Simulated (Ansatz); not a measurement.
Clusters of 7 atoms, capped: binding per atom (eV) at several levels, gas phase, relaxed structures; Ansatz. Clusters are the lowest isomers that short searches found in that spin, judged at the geometry's level. Core potentials for Au, Pt, Sn in the def2 sets, no spin–orbit coupling. Binding counts from free atoms in the multiplicity of their measured ground term, without zero-point energy. Singlets are spin-restricted. A dash marks a value that wasn't run or was left out as unsound. The structures are stationary points that may keep the symmetry of their start. Remarks come from the PBE and PBE0 runs and from stability tests at other levels; not every state was tested.

| species | state | geometry | PBE-D4/def2-SVP | PBE-D4/def2-TZVP | PBE-D4/def2-TZVPD | r2SCAN-D4/def2-TZVP | PBE0-D4/def2-TZVP | PBE0-D4/def2-TZVPD | remarks |
| --- | --- | --- | --- | --- | --- | --- | --- | --- | --- |
| Sn5H2 | singlet | PBE-D4/def2-SVP | 2.42 | 2.44 | – | 2.35 | 2.34 | – | – |
| B4H3 | doublet | B3LYP-D4/def2-TZVP | 3.91 | 3.89 | 3.89 | 3.86 | 3.83 | 3.83 | – |
| Cu3H4 | doublet | PBE-D4/def2-SVP | 2.19 | 1.99 | 2.00 | 2.07 | 1.87 | 1.88 | – |
| Pt3H4 | singlet | PBE0-D4/def2-TZVP | 2.70 | 2.76 | 2.77 | – | 2.56 | 2.57 | – |
| Mg3H4 | singlet | r2SCAN-D4/def2-TZVP | 1.50 | 1.50 | 1.50 | 1.58 | 1.51 | 1.51 | – |
| Si5H2 | singlet | B3LYP-D4/def2-SVP | 3.25 | 3.28 | 3.28 | 3.22 | 3.20 | 3.20 | restricted SCF unstable in HF |
| Si5Cl2 | singlet | r2SCAN-D4/def2-SVP | 3.30 | 3.35 | 3.35 | 3.24 | 3.22 | 3.22 | restricted SCF unstable in HF |
| H4Au3 | doublet | PBE-D4/def2-TZVP | 1.92 | 1.97 | 1.98 | 2.02 | 1.85 | 1.86 | – |
